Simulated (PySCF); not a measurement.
# Which determinant of RuSe lies lowest?

Unrestricted PBE0; PySCF, scalar-relativistic core potentials, basis sets Ru def2-TZVPP with ECP28, Se def2-TZVPP. Outer shells of the fragments: Ru 4d7 5s1; Se 3d10 4s2 4p4.

Followed along the bond (rough minima from three points):

| 2Ms+1 | unpaired | ⟨S²⟩ at the start | R at minimum (Å) | Te (eV) |
| --- | --- | --- | --- | --- |
| 5 | σ ↑, π ↑↑, δ ↑ | 6.02 | 2.21 | 0.00 |
| 5 | π ↑↑, δ ↑↑ | 6.03 | 2.21 | 0.52 |
| 3 | σ ↑, π ↑↓, δ ↑ | 3.02 | 2.23 | 0.63 |
| 1 | σ ↑, π ↓↓, δ ↑ | 2.02 | 2.21 | 0.80 |
| 3 | π ↑, δ ↑ | 2.61 | 2.23 | 0.80 |
| 5 | σ ↑, π ↑, δ ↑↑ | 6.02 | 2.30 | 0.80 |

Solutions found at the starting distance of 2.310 Å, counted from the lowest of them; the search is not exhaustive and high or unbound solutions are not listed, so other states can lie among these:

| 2Ms+1 | unpaired | term | E (eV) | ⟨S²⟩ | ⟨Lz²⟩ | μ (D) |
| --- | --- | --- | --- | --- | --- | --- |
| 5 | σ ↑, π ↑↑, δ ↑ | ⁵Δ | 0.00 | 6.02 | 4.01 | -4.45 |
| 5 | π ↑↑, δ ↑↑ | ⁵Σ⁺ | 0.52 | 6.03 | 0.00 | -3.99 |
| 3 | σ ↑, π ↑↓, δ ↑ | mixed | 0.56 | 3.02 | 6.02 | -4.03 |
| 5 | σ ↑, π ↑, δ ↑↑ | ⁵Π | 0.69 | 6.02 | 1.01 | -4.65 |
| 3 | π ↑, δ ↑ | mixed | 0.72 | 2.61 | 4.94 | -3.51 |
| 1 | σ ↑, π ↓↓, δ ↑ | mixed | 0.80 | 2.02 | 4.01 | -3.87 |

A term symbol is given only where ⟨S²⟩ and ⟨Lz²⟩ are close to those of a pure state; real π, δ and φ orbitals otherwise mix terms. A positive dipole means Ru(−)Se(+).

Spin–orbit coupling is left out. The state is the lowest single determinant that the PBE0 search found; with open d or f shells the true ground state can be another one.
